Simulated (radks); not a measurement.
Valence configurations of Ru I (all share [Kr]). All-electron calculation, Dirac Kohn-Sham, PBE, spin-unpolarised, spherical densities, finite nucleus; open shells fill j = l - 1/2 first; Fermi nuclear charge, rms radius 4.4809 fm. Program: a radial shooting solver on a logarithmic mesh with Libxc functionals. Order these by energy: 4d5 5s1 5p2; 4d7 5s1; 4d5 5p3; 4d8; 4d5 5s2 5p1; 4d6 5s2; 4d7 5p1; 4d6 5p2; 4d6 5s1 5p1; 4d6.5 5s1 5p0.5.

Answer. From the lowest, in eV above it: 4d8 0.000; 4d7 5s1 0.183; 4d6 5s2 1.708; 4d6.5 5s1 5p0.5 2.528; 4d7 5p1 3.552; 4d6 5s1 5p1 5.539; 4d5 5s2 5p1 9.156; 4d6 5p2 9.569; 4d5 5s1 5p2 13.633; 4d5 5p3 18.510. NIST lists [Kr] 4d7 5s1 as the ground configuration; this level of theory puts 4d8 lower, by 0.183 eV. The energies are those of spherical spin-averaged densities, not of single terms.
